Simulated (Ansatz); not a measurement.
`C[SiH2][BH][ZnH]` + H₂S → `C[SiH2]BS` + `[ZnH2]`  (cleavage of the B–Zn bond)

Gas-phase electronic energies from Ansatz, PBE0-D4/def2-TZVP geometries. CCSD(T)/CBS is the MP2 limit (def2-TZVPP, def2-QZVPP) plus CCSD(T) − MP2 in def2-TZVPP, frozen cores. This one scheme is used for every species. DFT in def2-TZVPP. B3LYP here is the variant with VWN-RPA as its local correlation; programs differ in this. For Zn outer-core shells are correlated without core-valence functions, which leaves a few kJ/mol of doubt a bond. Scalar relativity is left out up to krypton. Each species was taken in one conformer, which may not be the lowest.

| level | ΔE (kJ/mol) |
| --- | --- |
| PBE-D4 | -127.3 |
| B3LYP | -122.8 |
| SCS-MP2/def2-TZVPP | -125.4 |
| CCSD/CBS(def2) | -116.9 |

**Question.** What does CCSD(T)/CBS give? (Estimate.)

**Answer.** The calculation gave: -120.2 kJ/mol. The listed levels differ from it by -7.1, -2.6, -5.2, 3.3 kJ/mol.

Largest T1 diagnostic among the species: 0.016.

In def2-TZVPP, CCSD(T) changes the Hartree–Fock value by −3.8 kJ/mol (the triples alone add −3.3 kJ/mol) and MP2 by −10.1 kJ/mol.
